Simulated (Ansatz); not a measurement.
Computed with Ansatz on PBE0-D4/def2-TZVP structures; ΔE is electronic, products minus reactants. CBS: MP2 limit from def2 TZ/QZ plus the TZ coupled-cluster correction, frozen cores. This one scheme is used for every species. DFT in def2-TZVPP. One conformer a species, not always the lowest.

`C=C[SiH2]S` → `C=CS` + `[SiH2]`  (silylene formation by 1,1-elimination)

```tsv
level	ΔE (kcal/mol)
PBE0-D4	82.7
r2SCAN	83.9
```

Question: What does CCSD(T)/CBS give? (Estimate.)

Answer: The calculation gave: +81.0 kcal/mol. The listed levels differ from it by 1.7, 2.9 kcal/mol.

Largest T1 diagnostic among the species: 0.014.

From r2SCAN to r2SCAN0 (25 % exact exchange), in def2-TZVPP and without D4, ΔE moves by +1.1 kcal/mol. At CCSD(T), def2-SVP lies −6.3 kcal/mol from the extrapolated value and def2-TZVPP −2.1 kcal/mol. In def2-TZVPP, CCSD(T) changes the Hartree–Fock value by +1.7 kcal/mol (the triples alone add +0.8 kcal/mol) and MP2 by +7.1 kcal/mol.
